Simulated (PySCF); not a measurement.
Input for PySCF: R-MP2/6-31G* on CH2O (SMILES C=O).

```python
from pyscf import gto, scf, dft, mp
from pyscf.data.elements import chemcore

mol = gto.M(
    atom='''
    C    -0.34637842   -0.33623431    3.58626811
    O    -1.22531364   -0.76033188    2.88087348
    H     0.57381896    0.10124780    3.16369545
    H    -0.42888866   -0.36939542    4.68735173
    ''',
    basis='6-31g*',
    cart=True,
    charge=0, spin=0, verbose=3, max_memory=1800)
mf = scf.RHF(mol)
mf.conv_tol = 1e-8
mf.max_cycle = 100
mf.kernel()
if not mf.converged:
    mf = mf.newton().run(mf.mo_coeff, mf.mo_occ)
pt = mp.MP2(mf, frozen=chemcore(mol)).run()
```

It printed:

```
converged SCF energy = -113.865309883766
E(RMP2) = -114.167180331839  E_corr = -0.301870448072848
E(SCS-RMP2) = -114.160931781166  E_corr = -0.295621897400262
```

The calculation finished and met its thresholds.

Cost: about 0.3 core-seconds (a rough figure).
